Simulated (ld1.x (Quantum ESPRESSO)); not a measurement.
## What one change does to a pseudopotential (oxygen, TM)

* Element: O (Z = 8)
* Generator: ld1.x (Quantum ESPRESSO) 7.5
* Type: norm-conserving Troullier–Martins (Kleinman–Bylander form)
* Functional: Wu–Cohen
* Relativity: non-relativistic
* Frozen core: [He]
* Valence charge: 6
* Reference configuration: 2s1 2p5
* Partial waves: 2p (bound): rc 2.05 bohr; 2s (bound): rc 0.90 bohr
* Local potential: the s channel
* Core correction: a·sin(br)/r model core, default radius (core density twice the valence density)

Change: core correction a·sin(br)/r model core inside 0.84 bohr.

Cutoffs: the cutoffs (Ry, on a coarse ladder) from which the occupation-weighted sum of valence levels, in a spherical-Bessel basis at the reference potential, stays within 10 and 1 mRy of its value at 400 Ry; they do not see the model core or the augmentation charge, which bear on the density cutoff. Errors are all-electron minus pseudo energies relative to the spin-unpolarised reference configuration.

Problem. Predict the effect on cutoff, ghosts and configuration errors.

Solution. The potential gets neither clearly harder nor softer (60 Ry and 160 Ry → 60 Ry and 160 Ry); of the 7 tests that both files solve, the error grows in 0 and shrinks in 2 by more than 15 % and 0.3 meV (median size 252.9 → 267.5 meV); neither file shows a bound ghost. The default core radius of the base comes out at 0.33 bohr. A wider model core is smoother and lowers the density cutoff, which this test does not measure.

| quantity | base | changed |
| --- | --- | --- |
| cutoff, loose | 60 Ry | 60 Ry |
| cutoff, tight | 160 Ry | 160 Ry |
| bound ghosts | none | none |
| error for 2s2 2p4, meV [ΔE -14.79 eV] | -16 | -5.0 |
| error for 2s2 2p3, meV [ΔE 1.63 eV] | +253 | +268 |
| error for 2s2 2p2, meV [ΔE 35.21 eV] | +1150 | +1169 |
| error for 2s2 2p4.3, meV [ΔE -16.90 eV] | -45 | -35 |
| error for 2s2 2p0, meV [ΔE 165.86 eV] | +8138 | +8165 |
| error for 2s1 2p4, meV [ΔE 16.69 eV] | +45 | +45 |
| error for 2s2 2p1, meV [ΔE 89.05 eV] | +3429 | +3453 |
| s: phases at 2.26 bohr within 0.05 rad from the reference energy up to (Ry; the scan ends near 5) | to the end of the scan | to the end of the scan |
| p: phases at 2.26 bohr within 0.05 rad from the reference energy up to (Ry; the scan ends near 5) | 1.3 | 1.3 |
